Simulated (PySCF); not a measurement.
```xyz
4
charge 0 multiplicity 1, angstrom
Hf    0.0000    0.2493    0.4576
O     0.0000   -0.4416    2.0575
Br    2.1692   -0.2299   -0.7286
Br   -2.1692   -0.2299   -0.7286
```

These are results of PBE0 in PySCF with Hf def2-SVP with ECP60, O def2-SVP, Br def2-SVP; scalar-relativistic core potentials, no spin–orbit coupling; density-fitted integrals, not measurements.

This geometry of HfOBr₂ is a stationary point at this level.

**Question.** What is the point group?

**Answer.** Cs.

**Question.** Is it a minimum?

**Answer.** Yes: all harmonic wavenumbers are real, though the softest, 46 cm⁻¹, leaves little margin.

**Question.** Give the atomic charges and bond orders.

**Answer.** 
```tsv
atom	Mulliken	Löwdin	polar tensor	Mayer order to Hf1
Hf1	0.96	0.00	2.00	–
O2	-0.32	-0.15	-0.88	2.36
Br3,4	-0.32	0.07	-0.56	1.12
```

**Question.** Give the ideal-gas entropy at 298.15 K and 1 bar by parts.

**Answer.** translation 182.0, rotation 126.8, vibration 60.9, spin 0.0; total 369.7 J/(mol K).

**Question.** What is the atomisation energy, with and without zero-point energy?

**Answer.** 1569 kJ/mol without, 1558 kJ/mol with.

Stability towards spin polarisation was not tested. This need not be the most stable arrangement of these atoms. No spin–orbit coupling is included, which matters more the heavier the element.
